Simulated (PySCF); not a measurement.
**Lu³⁺ (lutetium, charge +3) across methods**

[Xe] 4f14, closed-shell 1S. All numbers are calculated (PySCF 2.14, the spin-free X2C one-electron Hamiltonian (Gaussian nucleus), in x2c-TZVPPall with one added diffuse shell each of s, p, d type (12s8p8d2f2g, 108 functions)).

```
method   E (hartree)  mean ε 5s (eV)  mean ε 5p (eV)  mean ε 4f (eV)  Σ⟨r²⟩ (bohr²)   ⟨S²⟩
   UHF  -14556.98508         -99.618         -64.974         -48.661          31.64  0.000
M06-2X     -14563.36         -95.622         -63.001         -43.385          31.57  0.000
  PW91     -14563.50         -87.535         -58.125         -36.001          31.99  0.000
   LDA     -14552.34         -87.774         -58.360         -36.303          32.00  0.000
r2SCAN     -14562.08         -89.045         -58.996         -35.904          31.84  0.000
  PBE0     -14561.74         -90.832         -60.092         -39.305          31.86  0.000
revPBE     -14562.38         -87.379         -57.978         -35.808          31.98  0.000
```

Estimate the same row for PBE.

E (hartree) = -14561.97; mean ε 5s (eV) = -87.442; mean ε 5p (eV) = -58.042; mean ε 4f (eV) = -35.912; Σ⟨r²⟩ (bohr²) = 32.00; ⟨S²⟩ = 0.000.

Spin-orbit coupling, which splits the p, d and f shells strongly at this Z, is absent.
